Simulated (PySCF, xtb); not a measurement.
Cl2FH3Si2, SMILES F[SiH2][SiH](Cl)Cl.

GFN2-xTB (xtb) at its own geometry gives an orbital gap of 4.33 eV and a dipole moment of 0.90 D.

Coordinates come from a B3LYP-D3(BJ)/def2-SVP optimisation. The structure was generated by enumeration, and PubChem lists no compound with its InChIKey, so it may never have been made. The values are those of a single conformer.

### Question
What does PBE0/def2-TZVP run with PySCF give? (Estimate from the structure and the level; the computed values follow.)

### Answer
gap 7.12 eV (levels -8.41 and -1.29 eV), dipole 1.13 D.
